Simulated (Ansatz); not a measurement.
`B/C(C)=C/Cl` at its PBE0-D4/def2-TZVP geometry, where that method's forces vanish. Total charge 0; spin multiplicity 1.

```xyz
11

B     0.8701   -1.2178   -0.6306
C     0.1064   -0.0663    0.0314
C    -1.1348    0.5540   -0.5348
C     0.6463    0.3557    1.1862
Cl    0.0024    1.6265    2.1388
H     1.8552   -1.6513   -0.1060
H     0.4951   -1.6897   -1.6650
H    -1.4227    0.0691   -1.4669
H    -1.9707    0.4781    0.1666
H    -0.9890    1.6202   -0.7317
H     1.5418   -0.0785    1.6119
```

What forces (eV/Å) does ωB97M-V/def2-TZVPP give on these atoms in Ansatz 0.2.0? (Estimate.)

Ansatz gave: 
```
B1   0.097 -0.150 -0.090
C2   0.203 -0.005  0.221
C3  -0.211  0.131 -0.065
C4   0.116 -0.261 -0.215
Cl5 -0.115  0.185  0.114
H6  -0.126  0.057 -0.065
H7   0.048  0.058  0.129
H8   0.017  0.037  0.064
H9   0.060  0.001 -0.053
H10 -0.009 -0.079  0.010
H11 -0.080  0.029 -0.051
```
